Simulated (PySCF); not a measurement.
Work out the structure from these simulated measurements.

Formula: C5H2F6.

- Couplings: largest of the computed one-bond spin–spin couplings (means over like bonds): 19F–13C -340.5 (×6), 13C–1H +184.3 (×2) Hz [B3LYP/pcJ-1, spin–dipole term left out for some pairs]
- Dipole: 3.46 D [B3LYP/def2-SVPD]
- UV, first state: lowest singlet excitation: 5.71 eV (217 nm, f = 0.000) [TDDFT B3LYP/def2-SVPD]
- UV, strongest line: among the 10 lowest singlet transitions: S4 at 7.86 eV (158 nm, f = 1.145) [TDDFT B3LYP/def2-SVPD]
- Triplet: lowest triplet excitation (Tamm–Dancoff): 4.55 eV [TDA B3LYP/def2-SVPD]
- Rotational structure: rotational constants A, B, C: 1.351, 1.048, 0.746 GHz [PBE0-D3(BJ)/def2-SVP]
- NMR, other nuclei: isotropic shieldings of nuclei other than C and H, by class: 243 (6 F) ppm [GIAO B3LYP/pcSseg-2]
- 13C NMR: chemical shifts (computed TMS as zero) by class: 228.5 (1 C), 132.5 (2 C), 106.0 (1 C), 91.7 (1 C) ppm [GIAO B3LYP/pcSseg-2]
- 1H NMR: chemical shifts (computed TMS as zero) by class: 5.73 (2 H) ppm [GIAO B3LYP/pcSseg-2]
- Polarisability: 67.7 au [B3LYP/def2-SVPD]

Gas-phase values; electronic properties from PySCF, density fitting. Levels stand in brackets. NMR shifts are as computed; neighbouring signals can stand in another order in a measured spectrum. Geometry: PBE0-D3(BJ)/def2-SVP; no solvent, vibrations or thermal averaging. Each NMR value is the plain mean over a class of atoms that symmetry, rotation or inversion makes alike.

Question: Give a SMILES that accounts for the data.

Answer: Numbering: `[CH2:1]=[C:2]=[C:3]([C:4]([F:5])([F:6])[F:7])[C:8]([F:9])([F:10])[F:11]`. Its formula, C5H2F6, gives 2 degrees of unsaturation: 0 rings and 2 π bonds in the structure found. 5 carbons fall into 4 classes; from least to most shielded: central carbon of cumulated double bonds [C2] (228.5 ppm), CF3 carbon [C4/C8] (132.5 ppm, 2 C), outer carbon of cumulated double bonds [C3] (106.0 ppm), outer carbon of cumulated double bonds [C1] (91.7 ppm). All hydrogens form one class (5.73 ppm): hydrogen on carbon. The other shieldings belong to: 243 ppm, fluorine of a CF3 group [F5/F6/F7/F9/F10/F11]. The couplings run between: -340.5 Hz, fluorine of a CF3 group [F5] and CF3 carbon [C4] (with 5 like pairs); +184.3 Hz, outer carbon of cumulated double bonds [C1] and its hydrogen (with 1 like pair). S1 is mainly HOMO→LUMO (weight 0.92); the largest Löwdin shares of the orbital it empties are 0.38 on an outer carbon of cumulated double bonds, 0.36 on the central carbon of cumulated double bonds and 0.07 on an outer carbon of cumulated double bonds, of the orbital it fills 0.33 on the central carbon of cumulated double bonds, 0.26 on an outer carbon of cumulated double bonds and 0.13 on an outer carbon of cumulated double bonds. The optimised geometry has point group C2 and is an asymmetric top. Structure: `C=C=C(C(F)(F)F)C(F)(F)F`. The assignments are read from this structure; whether some other isomer fits the data as well wasn't checked.

Conformer computed: `[CH2:1]=[C:2]=[C:3]([C:4]([F:5])([F:6])[F:7])[C:8]([F:9])([F:10])[F:11]`: C2–C3–C4–F5 -107°, C2–C3–C8–F9 16°.

One-bond C–F couplings are unscaled; at this level they come out some 30 % too large in size.
